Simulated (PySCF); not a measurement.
Simulation results for BGeH3NO, B2GeH5O

Computed with PySCF 2.14.0. Calculation on a computer-drawn molecule: optimised geometry and harmonic frequencies of an isolated molecule of the commonest isotopes, restricted reference for singlets and unrestricted otherwise, frozen core in MP2; on germanium a core potential holds 10 electrons, which the energies leave out, and 3d is frozen in MP2 and coupled-cluster steps.

Common to all runs: method HF.

(1) BGeH3NO

Start structure:
```xyz
7
BGeH3NO
O     -0.2996    -1.5550    -3.9393
B      0.1869    -1.1466    -2.6550
N      0.6071    -0.6286    -1.6422
Ge     0.4796    -0.0498     0.1027
H     -1.2098    -1.7546    -3.9748
H     -1.0780     1.1101    -0.1620
H     -0.6404    -1.5768     0.8493
```

Settings of this run: charge -1, multiplicity 1, basis aug-cc-pVDZ and basis and core potential on germanium aug-cc-pVDZ-PP ECP10MDF.

Results for BGeH3NO: rotational constants 86.5, 1.413, 1.412 GHz; total energy -449.1911 hartree; convergence status largest gradient component 1.156e-05 hartree/bohr.

Drawn bonds:
```csv
atom,other atom,order
1,2,1
2,3,2
3,4,1
1,5,1
4,6,1
4,7,1
```

Optimised structure:
```xyz
7
BGeH3NO
O     -0.1116    -1.6109    -4.0642
B     -0.0230    -1.1544    -2.7850
N      0.0523    -0.7407    -1.6228
Ge     0.3895    -0.0616     0.1781
H     -0.9939    -1.8423    -4.2994
H     -0.8218     1.0052     0.2061
H     -0.4456    -1.1966     0.9659
```

Modes:
```csv
frequency (cm⁻¹),reduced mass (dalton)
82.14,2.567
114,7.09
123,1.43
334.6,12.42
480.3,4.712
537.3,10.29
744,1.079
782.2,1.093
948.6,1.025
1067,9.623
1126,1.285
1766,1.023
1787,1.02
2162,11.46
4192,1.066
```

(2) B2GeH5O

Start structure:
```xyz
9
B2GeH5O
O      0.1446     1.0866    -0.4448
B      0.7557     2.3416    -0.3852
B      1.4831     2.4949     0.9960
Ge     1.2986     0.9226     2.1267
H     -0.2421     0.8838    -1.3313
H      0.6883     2.9836    -1.4061
H      2.0972     3.4378     1.4251
H      1.8875     0.6840     3.6058
H      0.5898    -0.4287     1.9330
```

Here we set charge 0, multiplicity 2, basis cc-pVDZ and basis and core potential on germanium cc-pVDZ-PP ECP10MDF.

Results for B2GeH5O: rotational constants 16.54, 1.645, 1.562 GHz; total energy -420.5145 hartree; spin squared 0.7614; convergence status largest gradient component 8.137e-06 hartree/bohr.

Drawn bonds:
```csv
atom,other atom,order
1,2,1
2,3,1
3,4,1
1,5,1
2,6,1
3,7,1
4,8,1
4,9,1
```

Optimised structure:
```xyz
9
B2GeH5O
O     -0.5582     1.8815    -0.8098
B      0.7530     2.0339    -0.5054
B      1.2500     2.2885     1.1056
Ge     1.4924     0.7947     2.4251
H     -0.7261     1.7552    -1.7313
H      1.5700     1.9868    -1.3991
H      1.4956     3.3850     1.5298
H      2.0936     0.9672     3.8181
H      1.3325    -0.6866     2.0863
```

Modes:
```csv
frequency (cm⁻¹),reduced mass (dalton)
65.52,4.109
135.5,1.342
177.2,1.585
215.2,1.387
381.7,1.876
477,1.257
522.4,2.046
685.2,1.55
741.6,1.584
807.2,1.46
947.9,1.128
956.6,1.58
1069,1.157
1075,1.462
1267,1.972
1428,3.491
2233,1.024
2239,1.016
2614,1.089
2703,1.092
4162,1.066
```
